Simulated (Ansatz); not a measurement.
The Si1–F3 bond of FHSi (SMILES F[SiH]) is stretched (multiplicity 1, the rest rigid).
Geometry at rest (charge 0, multiplicity 1):
```tsv
atom	x (Å)	y (Å)	z (Å)
Si	-0.2073	-0.3454	0.4496
H	-1.0031	-1.1949	-0.5558
F	0.4339	0.6700	-0.6376
```

Frozen-core correlation.

The values were computed with Ansatz (Gaussian basis) for Hartree–Fock, density functionals and correlated methods. Each number belongs to the level named beside it.

Energies above the point at 1.620 Å (the B3LYP-D3(BJ) bond length), FIC-MRCISD+Q on CASSCF(6,4)/cc-pV(T+d)Z (kcal/mol): 11.09 at 1.458 Å; 8.10 at 1.782 Å; 138.47 at 5.184 Å.

Task: Take the last value as the depth D of a Morse curve D(1 − e^(−a(R − R₀)))², fit a and R₀ to the two near points, and test it at 2.187 and 2.835 Å.

Result: 
With D = 138.5, both near points (counted from the curve's value at 1.620 Å) are met by a = 1.63 Å⁻¹ and R₀ = 1.611 Å, so k = 2Da² = 732 kcal/(mol Å²). The curve then gives 51.1 and 103.2 kcal/mol; the level itself gives 48.9 and 105.6, so Morse is off by 2.2 and -2.4.

Doubts at one or more of the structures used: active orbitals that take no part (FIC-MRCISD+Q on CASSCF(6,4)/cc-pV(T+d)Z).

Ansatz is a first-principles code.
